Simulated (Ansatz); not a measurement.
Mulliken charges of CH$_{4}$FO$_{2}$Si (`CO[SiH]([O])F`) radical from PBE/def2-TZVPP in Ansatz (PBE0-D4/def2-TZVP geometry).

```tsv
atom	x (Å)	y (Å)	z (Å)	charge (e)
C1	0.419	1.093	0.792	-0.139
O2	-0.055	-0.235	0.680	-0.272
Si3	-0.356	-1.074	-0.663	0.688
O4	-1.551	-2.171	-0.364	-0.261
F5	-0.735	-0.048	-1.817	-0.272
H6	1.512	1.103	0.814	0.105
H7	0.072	1.716	-0.035	0.108
H8	0.045	1.507	1.729	0.113
H9	0.738	-1.940	-1.153	-0.069
```

Task: By hand: the dipole of these point charges (1 e Å = 4.8032 D).

Result: Σ q r = (0.437, 0.358, 0.195) e Å, of length 0.598 e Å = 2.87 D.

Task: How does the dipole of the full density compare? (Best estimate.)

Result: The calculation gave: (0.406, 0.373, 0.110) e Å, 2.70 D; the point charges give 1.06 times that, at 8° from its direction.

Point charges leave out the atoms' own dipoles, such as those of lone pairs, and Mulliken's split depends on the basis, so the close match here is no proof of good charges.
